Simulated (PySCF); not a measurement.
## Excitation energy of Mo⁺ by level of theory

Mo⁺ [Kr] 4d5 (6S) → Mo⁺ [Kr] 4d4 5s1, s spin flipped, as a difference of total energies. Computed with PySCF 2.14 in def2-QZVPPD with the def2 core potential (28 electrons), with a scalar-relativistic core potential. Correlated levels: valence: 4s2 4p6 frozen; valence and next inner shell: nothing frozen outside the core potential. The calculations carry no spin-orbit coupling.

| method | excitation energy (cm⁻¹) |
| --- | --- |
| UHF | 21977 |
| PBE | 23200 |
| PBE0 | 23916 |
| MN15 | 21658 |
| PBEsol | 23828 |
| M06-2X | 13452 |
| PW91 | 23226 |
| MP2 (valence) | 21099 |
| SCS-MP2 (valence) | 16229 |
| MP2 (valence and next inner shell) | 21264 |
| SCS-MP2 (valence and next inner shell) | 17893 |

The upper determinant mixes two multiplicities, so it lies between the two terms.
